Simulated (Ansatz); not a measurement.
`[F][GeH2][GeH3]` + `O[Si](F)(Cl)Cl` → `F[Si](Cl)(Cl)[O][GeH3]` + `[F][GeH3]` at 400 K and 1 bar (cleavage of the Ge–Ge bond).

Calculated with Ansatz (gas phase, PBE0-D4/def2-TZVP geometries, no zero-point term in ΔE). CCSD(T)/CBS is the MP2 limit (def2-TZVPP, def2-QZVPP) plus CCSD(T) − MP2 in def2-TZVPP, frozen cores. For Ge outer-core shells are correlated without core-valence functions, which leaves a few kJ/mol of doubt a bond. Scalar relativity is left out up to krypton. Each species was taken in one conformer, which may not be the lowest.

```csv
species,CCSD(T)/CBS energy (Eh),H − E (kJ/mol),S (J/(mol·K))
`[F][GeH2][GeH3]`,-4255.04883,137.5,369.0
`O[Si](F)(Cl)Cl`,-1384.43664,84.5,369.3
`F[Si](Cl)(Cl)[O][GeH3]`,-3461.76595,132.9,464.1
`[F][GeH3]`,-2177.72589,83.9,268.6
```

H − E and S are ideal-gas, rigid-rotor, harmonic terms from PBE0-D4/def2-TZVP, for one conformer and one mirror image of each species. 1 Eh = 2625.50 kJ/mol, R = 8.31446 J/(mol·K).

By hand: ΔE, ΔH, ΔS and ΔG.

ΔE = (-3461.76595) + (-2177.72589) − (-4255.04883) − (-1384.43664) = -0.00637 Eh = -16.7 kJ/mol. Δ(H − E) = 132.9 + 83.9 − 137.5 − 84.5 = -5.2, so ΔH = -21.9 kJ/mol. ΔS = 464.1 + 268.6 − 369.0 − 369.3 = -5.6 J/(mol·K). ΔG = -21.9 − 400 × (-5.6)/1000 = -19.7 kJ/mol.

By hand: the equilibrium constant, and the temperature at which ΔG would vanish if ΔH and ΔS stayed fixed.

log₁₀ K = −ΔG/(RT ln 10) = 2.6. ΔG = 0 at ΔH/ΔS = 3911 K, far beyond where these terms or the molecules hold.

The number of gas molecules stays the same, so ΔS is small and ΔH decides. A doubt of 5 kJ/mol in ΔE shifts log₁₀ K by 0.7 here. Other conformers and mirror images would add mixing entropy, several J/(mol·K) or more a flexible species. Modes under 60 cm⁻¹, often nearly free rotors, make the harmonic entropy too high. These are equilibria of isolated gas molecules and say nothing of rates. Largest T1 diagnostic: 0.012 (customary marks: 0.02 for closed shells, 0.045 for open ones).
